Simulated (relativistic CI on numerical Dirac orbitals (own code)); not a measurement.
## Radial parameters of Pd¹⁹⁺

Method of calculation: Dirac-Coulomb-Breit CI, KLI orbitals optimised for each configuration, a model potential for QED, unscaled Slater integrals (own radial code, finite nucleus).

Slater integrals F^k, G^k are unscaled and averaged over j, outside the closed core [Ne]; ζ comes from projecting the Hamiltonian with its Breit term on Σ l·s of the shell.

- 3s²3p⁶3d⁹: ζ(3d) = 18132 cm⁻¹; <r>(3d) = 0.3413, <r^2>(3d) = 0.1373 (bohr units).
- 3s²3p⁵3d¹⁰: ζ(3p) = 156370 cm⁻¹; <r>(3p) = 0.3681, <r^2>(3p) = 0.1568 (bohr units).
- 3s²3p⁶3d⁸4s: F^2(3d,3d) = 297400, F^4(3d,3d) = 190510, ζ(3d) = 18661, G^2(3d,4s) = 29526 cm⁻¹; <r>(3d) = 0.3371, <r^2>(3d) = 0.1338, <r>(4s) = 0.7806, <r^2>(4s) = 0.6835 (bohr units).

Task: Give the Racah parameters of the d shell in 3s²3p⁶3d⁸4s.

Result: B = F²/49 − 5F⁴/441 = 3909 cm⁻¹ and C = 35F⁴/441 = 15120 cm⁻¹.

Averages of the first 10 configurations, taken without configuration mixing, which lowers the lowest level and can move excited configurations by several eV; other configurations of the list can lie among them:

```
Configuration  Parity  States  Average energy above the lowest level (eV)
    3s²3p⁶3d⁹    even      10                                         2.4
   3s²3p⁵3d¹⁰     odd       6                                       205.9
    3s3p⁶3d¹⁰    even       2                                       334.7
  3s²3p⁶3d⁸4s    even      90                                       348.4
  3s²3p⁶3d⁸4p     odd     270                                       391.8
  3s²3p⁶3d⁸4d    even     450                                       457.0
  3s²3p⁶3d⁸4f     odd     630                                       520.7
 3s²3p⁶3d⁷4s²    even     120                                       714.4
  3s²3p⁵3d⁹4s     odd     120                                       548.1
 3s²3p⁴3d¹⁰4s    even      30                                       751.8
```
